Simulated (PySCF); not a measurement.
# `BrC1=CC2(C=C1)CCC2`, C8H9Br

Geometry:
| atom | x (Å) | y (Å) | z (Å) |
| --- | --- | --- | --- |
| Br1 | 3.194 | -0.237 | -0.094 |
| C2 | 1.361 | -0.046 | -0.427 |
| C3 | 0.376 | -0.869 | -0.018 |
| C4 | -0.925 | -0.326 | -0.514 |
| C5 | -0.524 | 0.916 | -1.256 |
| C6 | 0.812 | 1.072 | -1.201 |
| C7 | -1.896 | -1.246 | -1.320 |
| C8 | -3.082 | -0.567 | -0.617 |
| C9 | -2.109 | -0.105 | 0.479 |
| H10 | 0.482 | -1.779 | 0.572 |
| H11 | -1.235 | 1.576 | -1.757 |
| H12 | 1.411 | 1.870 | -1.639 |
| H13 | -1.781 | -2.292 | -1.000 |
| H14 | -1.826 | -1.201 | -2.416 |
| H15 | -3.477 | 0.279 | -1.199 |
| H16 | -3.929 | -1.201 | -0.315 |
| H17 | -2.053 | -0.833 | 1.303 |
| H18 | -2.218 | 0.903 | 0.904 |

Level of theory: quadratic response CAM-B3LYP/aug-cc-pVDZ first hyperpolarisability, Taylor convention, gas phase (PySCF 2.14.0). Geometry: PBE0-D3(BJ)/def2-SVP.

The calculation is non-relativistic, which matters for the atoms heavier than Zn.

Task: Give the tensor of the static β(0;0,0) in the axes of these coordinates.

Result: In au, Taylor convention; rows are the first index (the induced dipole):
```csv
,xx,yy,zz,xy,xz,yz
x,-54.3,-16.0,-8.3,-4.1,-4.4,+12.9
y,-4.1,-15.6,+0.6,-16.0,+12.9,-16.0
z,-4.4,-16.0,+22.9,+12.9,-8.3,+0.6
```
Norm of βᵢ = ⅓ Σⱼ (βᵢⱼⱼ + βⱼᵢⱼ + βⱼⱼᵢ): 80.9 au, hyper-Rayleigh value 33.5 au.
